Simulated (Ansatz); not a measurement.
A nudged elastic band was laid between two geometries of BF2H3Si (7 atoms, charge 0, multiplicity 1).

Level of theory: Ansatz, RKS PBE0-D4/def2-SVP.

- movable images: 7
- climbing image: yes
- spring: 5.0 eV/Å²
- optimiser: quadratic models (default)
- start path: through a guess of the saddle point
- force threshold: 0.03 eV/Å
- iteration limit: 60
- end points: relaxed

Initial state:

```xyz
7
Properties=species:S:1:pos:R:3
F 1.921 -0.743 0.820
B 0.624 -0.823 0.592
F 0.011 -1.887 1.076
Si -0.414 0.589 -0.441
H 0.471 1.704 -0.888
H -1.499 1.137 0.431
H -1.052 -0.047 -1.635
```

Final state:

```xyz
7
Properties=species:S:1:pos:R:3
F 0.692 -0.858 1.907
B 0.624 -0.825 0.591
F 1.286 -1.768 -0.053
Si -0.438 0.587 -0.420
H 0.471 1.318 -1.355
H -1.072 1.561 0.516
H -1.501 -0.083 -1.232
```

Problem. Which bonds break or form, and what moves?

Solution. No bond is made or broken. The dihedral F1–B2–Si4–H6 goes from -121 to 1°. The two ends are copies of one structure, up to a mirror image or an exchange of like atoms.

Problem. What energy profile does the band end with?

Solution. The forces met the threshold. The highest image is number 2 of 0 to 8, 0.0 kJ/mol above the ends, which have the same energy within 2 meV. The top lies less than 8 meV above the higher end, about what the thresholds resolve: that end is a shoulder or a very shallow well. A vibrational analysis at the climbing image gives no mode beyond 40i cm⁻¹: the surface is too flat there to confirm a saddle point.

```json
{"image": "0", "path coordinate (Å)": "0.00", "energy (kJ/mol)": "0.0", "dihedral F1–B2–Si4–H6 (°)": "-121"}
{"image": "1", "path coordinate (Å)": "0.35", "energy (kJ/mol)": "0.0", "dihedral F1–B2–Si4–H6 (°)": "-105"}
{"image": "2", "path coordinate (Å)": "0.71", "energy (kJ/mol)": "0.0", "dihedral F1–B2–Si4–H6 (°)": "-89"}
{"image": "3", "path coordinate (Å)": "1.06", "energy (kJ/mol)": "0.0", "dihedral F1–B2–Si4–H6 (°)": "-74"}
{"image": "4", "path coordinate (Å)": "1.42", "energy (kJ/mol)": "0.0", "dihedral F1–B2–Si4–H6 (°)": "-58"}
{"image": "5", "path coordinate (Å)": "1.77", "energy (kJ/mol)": "0.0", "dihedral F1–B2–Si4–H6 (°)": "-44"}
{"image": "6", "path coordinate (Å)": "2.12", "energy (kJ/mol)": "0.0", "dihedral F1–B2–Si4–H6 (°)": "-29"}
{"image": "7", "path coordinate (Å)": "2.48", "energy (kJ/mol)": "0.0", "dihedral F1–B2–Si4–H6 (°)": "-14"}
{"image": "8", "path coordinate (Å)": "2.83", "energy (kJ/mol)": "0.0", "dihedral F1–B2–Si4–H6 (°)": "1"}
```

Problem. What is the geometry of the highest image?

Solution. 
```xyz
7
Properties=species:S:1:pos:R:3:forces:R:3
F 1.771 -0.560 1.167 0.01 0.00 0.00
B 0.619 -0.832 0.585 -0.01 -0.01 0.00
F 0.166 -2.062 0.734 0.00 0.01 0.00
Si -0.421 0.577 -0.451 0.01 0.00 -0.01
H 0.508 1.578 -1.056 0.00 0.00 0.00
H -1.336 1.289 0.496 0.00 0.00 0.00
H -1.245 -0.058 -1.522 0.00 0.00 0.00
```

The run took 84 s on 1 CPU thread of a shared host.
